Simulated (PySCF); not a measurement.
**Working out the excitation energy of C**

C [He] 2s2 2p2 (3P) → C [He] 2s1 2p3 (5S). All numbers are calculated (PySCF 2.14, no relativity, point nucleus, in def2-TZVPPD (6s3p3d1f, 37 functions)). Frozen: 1s2. Energies in hartree (1 hartree = 27.21139 eV):

```json
{"part": "UHF", "C (lower)": "-37.692531", "C (upper)": "-37.598062"}
{"part": "CCSD correlation", "C (lower)": "-0.086744", "C (upper)": "-0.033401"}
{"part": "(T)", "C (lower)": "-0.002081", "C (upper)": "-0.000305"}
```

Task: What does Hartree-Fock give?

Result: (-37.598062) − (-37.692531) = 0.094469 hartree = 2.571 eV.

Task: What do CCSD and CCSD(T) give?

Result: The CCSD correlation energies differ by 0.053343 hartree = 1.452 eV and the triples by 0.001776 hartree = 0.048 eV, so CCSD gives 4.023 eV and CCSD(T) 4.071 eV.

Measured between the centres of the two terms (NIST): 4.179 eV, so CCSD(T) (valence) is off by -0.108 eV.

What remains against the reference includes basis incompleteness, the frozen core and higher excitations.
